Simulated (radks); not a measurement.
Values are calculated unless marked as measured or tabulated.
Excited configurations of Ge II: one electron is placed in a higher orbital outside [Ar] 3d10 4s2. The ground configuration is [Ar] 3d10 4s2 4p1. Code: a radial shooting solver on a logarithmic mesh with Libxc functionals. Model: scalar-relativistic Kohn-Sham, PBE, spin-polarised, spherical densities, finite nucleus; open shells are filled with parallel spins first; Fermi nuclear charge, rms radius 4.0742 fm. Excitation = E - E(ground); binding = E(ion) - E, where the ion is the core of charge +2; n* = 2/sqrt(2 binding) in atomic units, and the quantum defect is n - n*.

[
 {"outer orbital": "4d", "excitation (eV)": "8.844", "binding (eV)": "6.843", "quantum defect": "1.180", "eigenvalue (eV)": "-4.737", "<r> (bohr)": "4.593"},
 {"outer orbital": "5d", "excitation (eV)": "11.660", "binding (eV)": "4.026", "quantum defect": "1.323", "eigenvalue (eV)": "-3.089", "<r> (bohr)": "9.259"},
 {"outer orbital": "5f", "excitation (eV)": "13.241", "binding (eV)": "2.446", "quantum defect": "0.283", "eigenvalue (eV)": "-1.873", "<r> (bohr)": "14.56"},
 {"outer orbital": "6d", "excitation (eV)": "13.084", "binding (eV)": "2.602", "quantum defect": "1.427", "eigenvalue (eV)": "-2.074", "<r> (bohr)": "15.21"},
 {"outer orbital": "6f", "excitation (eV)": "13.930", "binding (eV)": "1.757", "quantum defect": "0.435", "eigenvalue (eV)": "-1.392", "<r> (bohr)": "21.82"},
 {"outer orbital": "7s", "excitation (eV)": "12.836", "binding (eV)": "2.851", "quantum defect": "2.631", "eigenvalue (eV)": "-2.324", "<r> (bohr)": "15.18"},
 {"outer orbital": "7d", "excitation (eV)": "13.868", "binding (eV)": "1.819", "quantum defect": "1.530", "eigenvalue (eV)": "-1.481", "<r> (bohr)": "22.53"}
]

The Delta-SCF ionisation energy is 15.687 eV (NIST Atomic Spectra Database: 15.935 eV, measured). Self-interaction in the functional shifts the binding energies and quantum defects, so they are the method's values and not measured ones. Open shells are spherical and high-spin; term and fine-structure splittings are not resolved.
